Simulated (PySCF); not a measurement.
Electron correlation in Xe⁺ (xenon, charge +1)

[Kr] 4d10 5s1 5p6, 2S determinant (an excited configuration). All numbers are calculated (PySCF 2.14, scalar relativity by spin-free X2C-1e, in aug-cc-pwCVTZ-DK3 (10s9p7d4f1g, 109 functions)). Frozen: [Ar] 3d10; 25 electrons correlated.

MP2 pair energies summed by pair of shells (mhartree):

```
 pair   energy  share (%)
4d-4d  -350.29       35.8
4d-5p  -177.62       18.1
5p-5p  -176.33       18.0
4p-4d  -120.36       12.3
4p-4p   -39.08        4.0
4s-4d   -28.74        2.9
4d-5s   -22.53        2.3
5s-5p   -19.93        2.0
4p-5p   -17.87        1.8
4s-4p   -14.85        1.5
4p-5s    -4.86        0.5
4s-4s    -3.34        0.3
4s-5p    -2.76        0.3
4s-5s    -0.71        0.1
```

Total MP2 correlation energy: -979.28 mhartree.

Same-spin part -322.60 and opposite-spin part -656.68 mhartree; SCS-MP2 scales them by 1/3 and 6/5 to -895.55 mhartree.
